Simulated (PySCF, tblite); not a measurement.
C4H8F4Si.
Z-matrix (Å and degrees, GFN2-xTB geometry), rows numbered from 1:
```
C 
C   1  1.5280
C   2  1.5325  1  111.21
Si  3  1.8945  2  115.09  1  -173.36
F   4  1.6035  3  106.47  2   156.70
F   4  1.6012  3  107.78  2    48.13
C   2  1.5248  1  109.12  3   122.62
F   7  1.3583  2  111.25  1   169.31
F   7  1.3561  2  111.60  1   -72.92
H   1  1.0866  2  110.04  3    57.61
H   1  1.0881  2  110.25  3   -62.06
H   1  1.0880  2  110.92  3   177.53
H   2  1.0948  1  109.62  3  -121.31
H   3  1.0935  2  107.78  1   -52.69
H   3  1.0914  2  108.50  1    62.11
H   4  1.4377  3  121.58  2   -79.00
H   7  1.1010  2  113.08  1    48.29
```

Level of theory: PBE0/pcSseg-1 in PySCF (dipole) on a GFN2-xTB geometry, gas phase.

Take the most abundant isotopes and a rigid rotor. The values belong to one conformer with, in the numbering `[CH3:1][C@@H:2]([CH2:3][SiH:4]([F:5])[F:6])[CH:7]([F:8])[F:9]`, C1–C2–C3–Si4 -173°, C2–C3–Si4–F5 157°, C1–C2–C7–F8 169°.

Question: What are A, B and C (MHz)?

Answer: Ia = 247.72, Ib = 606.05, Ic = 672.25 u·Å²; 505379 MHz·u·Å²/I gives A = 2040, B = 833.9, C = 751.8 MHz.

Question: What kind of rotor is it?

Answer: An asymmetric top; Ray's κ = -0.873.

Question: What does the inertial defect say?

Answer: Not planar: Δ = Ic − Ia − Ib = -181.52 u·Å². For a rigid frame Δ = −2 Σ m c², so Σ m c² = 90.76 u·Å² lies off the ab plane: 8.37 from hydrogen and 82.39 from heavier atoms. The atom farthest from that plane is 1.60 Å away.

Question: Give the coordinates in the principal-axis frame, origin at the centre of mass.

Answer: The sense of each axis is arbitrary; atoms in the order of the calculation.
| atom | mass (u) | a (Å) | b (Å) | c (Å) |
| --- | --- | --- | --- | --- |
| C1 | 12.000 | -2.151 | -1.870 | 0.573 |
| C2 | 12.000 | -1.132 | -0.731 | 0.577 |
| C3 | 12.000 | 0.059 | -1.049 | -0.334 |
| Si4 | 27.977 | 1.481 | 0.200 | -0.261 |
| F5 | 18.998 | 2.796 | -0.579 | -0.747 |
| F6 | 18.998 | 1.814 | 0.473 | 1.282 |
| C7 | 12.000 | -1.822 | 0.557 | 0.140 |
| F8 | 18.998 | -1.026 | 1.637 | 0.349 |
| F9 | 18.998 | -2.092 | 0.553 | -1.189 |
| H10 | 1.008 | -1.675 | -2.796 | 0.886 |
| H11 | 1.008 | -2.555 | -2.011 | -0.428 |
| H12 | 1.008 | -2.972 | -1.659 | 1.254 |
| H13 | 1.008 | -0.777 | -0.559 | 1.598 |
| H14 | 1.008 | 0.451 | -2.027 | -0.042 |
| H15 | 1.008 | -0.306 | -1.156 | -1.357 |
| H16 | 1.008 | 1.419 | 1.454 | -0.961 |
| H17 | 1.008 | -2.771 | 0.739 | 0.668 |

Question: Which types of transition are allowed, and where do some lines up to J = 4 fall?

Answer: The dipole components are |μa| = 2.97 D, |μb| = 1.45 D, |μc| = 0.35 D. Intensities carry the squares of the components, which stand as 1.00 : 0.24 : 0.01 (a : b : c). Some lines, for components of 0.1 D or more:

| type | branch | J(Ka,Kc) | MHz | lower level (cm⁻¹) |
| --- | --- | --- | --- | --- |
| c | Q | 3(1,3) ← 3(0,3) | 1019 | 0.317 |
| b | Q | 1(1,0) ← 1(0,1) | 1288 | 0.053 |
| b | R | 4(1,3) ← 3(2,2) | 3000 | 0.484 |
| a | R | 2(1,2) ← 1(1,1) | 3089 | 0.093 |
| a | R | 2(1,1) ← 1(1,0) | 3253 | 0.096 |
| b | Q | 4(2,2) ← 4(1,3) | 3399 | 0.584 |
| c | Q | 3(2,2) ← 3(1,2) | 3498 | 0.367 |
| b | Q | 2(2,0) ← 2(1,1) | 3623 | 0.204 |
| b | Q | 2(2,1) ← 2(1,2) | 3865 | 0.196 |
| b | Q | 3(2,2) ← 3(1,3) | 3991 | 0.351 |
| a | R | 3(1,3) ← 2(1,2) | 4631 | 0.196 |
| a | R | 3(0,3) ← 2(0,2) | 4741 | 0.159 |
| a | R | 3(2,2) ← 2(2,1) | 4757 | 0.325 |
| a | R | 3(1,2) ← 2(1,1) | 4878 | 0.204 |
| b | Q | 4(3,1) ← 4(2,2) | 6190 | 0.697 |
| c | Q | 3(3,1) ← 3(2,1) | 6219 | 0.484 |
| b | R | 2(2,1) ← 1(1,0) | 6872 | 0.096 |
| c | R | 2(2,0) ← 1(1,0) | 6876 | 0.096 |
| b | R | 4(1,4) ← 3(0,3) | 7189 | 0.317 |
| c | R | 3(2,2) ← 2(1,2) | 8622 | 0.196 |
| b | R | 3(2,1) ← 2(1,2) | 8642 | 0.196 |
| b | Q | 4(4,0) ← 4(3,1) | 8723 | 0.904 |
| b | Q | 4(4,1) ← 4(3,2) | 8724 | 0.904 |
| b | R | 4(2,3) ← 3(1,2) | 9837 | 0.367 |
| c | R | 3(3,0) ← 2(2,0) | 10992 | 0.325 |
| b | R | 4(3,2) ← 3(2,1) | 12569 | 0.484 |
| b | R | 4(3,1) ← 3(2,2) | 12590 | 0.484 |

Its GFN2-xTB frequencies are all real (lowest 36 cm⁻¹). No vibrational averaging or centrifugal distortion is included, and the geometry carries the error of its method. A rigid rotor knows nothing of internal rotation, which can split or shift real lines.
